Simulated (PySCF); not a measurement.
Correlation energy of Nb²⁺ (niobium, charge +2)

[Kr] 4d2 5p1, one real determinant (an excited configuration). Calculation: PySCF 2.14, in x2c-QZVPPall; the spin-free X2C one-electron Hamiltonian (Gaussian nucleus). Frozen: [Kr]; 3 electrons correlated.

MP2 pair energies summed by pair of shells (mhartree):

| pair | energy | share (%) |
| --- | --- | --- |
| 4d-5p | -7.34 | 65.2 |
| 4d-4d | -3.91 | 34.8 |

Total MP2 correlation energy: -11.25 mhartree.

Same-spin part -11.25 and opposite-spin part 0.00 mhartree; SCS-MP2 scales them by 1/3 and 6/5 to -3.75 mhartree.

The reference is one real determinant that mixes LS terms of this configuration.
